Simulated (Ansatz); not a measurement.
Basis sets compared for SiHMe2F (C₂H₇FSi). Charge 0, multiplicity 1. Geometry PBE-D4/def2-SVP. Ansatz on 4 threads of Arm Neoverse V1 on a shared host; times are rough, and most runs start from earlier orbitals.

```xyz
11

Si    0.097   -0.672   -0.216
H     0.107   -1.965    0.556
C     1.483    0.454    0.357
H     2.473   -0.025    0.216
H     1.372    0.696    1.435
H     1.478    1.408   -0.210
C    -1.581    0.158   -0.105
H    -2.385   -0.506   -0.484
H    -1.597    1.093   -0.702
H    -1.821    0.419    0.947
F     0.373   -1.061   -1.795
```

Binding counts from free atoms (Si triplet, H doublet, C triplet, F doublet) in the same basis, without a counterpoise term.

```tsv
level	functions	energy (Eh)	HOMO (eV)	LUMO (eV)	binding per atom (eV)	wall time
PBE-D4/def2-SVP	95	-469.2485	-7.37	0.58	3.94	1.2 s
PBE0-D4/def2-SVP	95	-469.2992	-8.83	1.51	3.90	0.75 s
```

Task: Estimate the rows for PBE-D4/def2-TZVP, PBE0-D4/def2-TZVP.

Result: 
```json
{"level": "PBE-D4/def2-TZVP", "functions": "172", "energy (Eh)": "-469.5722", "HOMO (eV)": "-7.49", "LUMO (eV)": "0.07", "binding per atom (eV)": "3.94", "wall time": "1.2 s"}
{"level": "PBE0-D4/def2-TZVP", "functions": "172", "energy (Eh)": "-469.6180", "HOMO (eV)": "-8.88", "LUMO (eV)": "0.98", "binding per atom (eV)": "3.89", "wall time": "1.5 s"}
```
